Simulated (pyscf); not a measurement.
•HN–NH–SiH₃ (SMILES [NH]N[SiH3]), doublet

Gas-phase minimum from PySCF at ωB97X-D3(BJ)/def2-SVP, one conformer. •HN–NH–SiH₃ lies 46.1 kcal/mol over its isomer H₂N–SiH•–NH₂ (electronic energy, ωB97M-D3(BJ)). 

```xyz
8

N     -0.8224    -1.0144     0.2869
N      0.0570    -0.4161    -0.5417
Si    -0.0904     1.1793    -1.2699
H     -1.5357    -0.3023     0.5038
H      0.8111    -1.0424    -0.8132
H     -0.4165     2.1593    -0.1950
H      1.2195     1.4822    -1.9077
H     -1.1775     1.2353    -2.2913
```
Charge 0, spin multiplicity 2.

Bond lengths (Å): N1–N2 1.348, N1–H4 1.031, N2–Si3 1.760, N2–H5 1.017, Si3–H6 1.491, Si3–H7 1.488, Si3–H8 1.493. Bond angles (°): N2–N1–H4 105.9, N1–N2–Si3 127.0, N1–N2–H5 112.0, Si3–N2–H5 120.7, N2–Si3–H6 108.4, N2–Si3–H7 106.7, N2–Si3–H8 112.2, H6–Si3–H7 111.6, H6–Si3–H8 108.0, H7–Si3–H8 109.9.

Properties at ωB97X-D3(BJ)/def2-SVP:

* **Harmonic wavenumbers, unscaled**: 67, 253, 296, 673, 695, 733, 819, 931, 967, 997, 1286, 1374, 1531, 2246, 2263, 2281, 3424, 3614 cm⁻¹
* **Zero-point energy**: 35.0 kcal/mol
* **Rotational symmetry number**: 1
* **Entropy of this conformer at 298 K and 1 atm, rigid rotor and harmonic oscillator, modes under 100 cm⁻¹ raised to 100**: 297.1 J/(mol K)
* **Dipole moment**: 2.04 D
* **Spin expectation value S2**: 0.753

Single-point totals, which compare only within one level (frozen core for MP2 and CC):

```
level                   total energy (hartree)
----------------------  ----------------------
ωB97X-D3(BJ)/def2-TZVP              -402.05782
PBE/def2-TZVP                       -401.70954
r²SCAN/def2-TZVP                    -401.90634
B3LYP-D3(BJ)/def2-TZVP              -402.03204
PBE0-D3(BJ)/def2-TZVP               -401.74701
M06-2X/def2-TZVP                    -401.91792
ωB97M-D3(BJ)/def2-TZVP              -402.06218
UHF/def2-TZVPP                      -400.75267
MP2/def2-TZVPP                      -401.27203
CCSD/def2-TZVPP                     -401.31176
CCSD(T)/def2-TZVPP                  -401.33287
```

Soft torsions are taken as harmonic, which can shift the entropy by several J/(mol K). The CCSD(T) − MP2 part came from Ansatz, without density fitting, on the same reference.
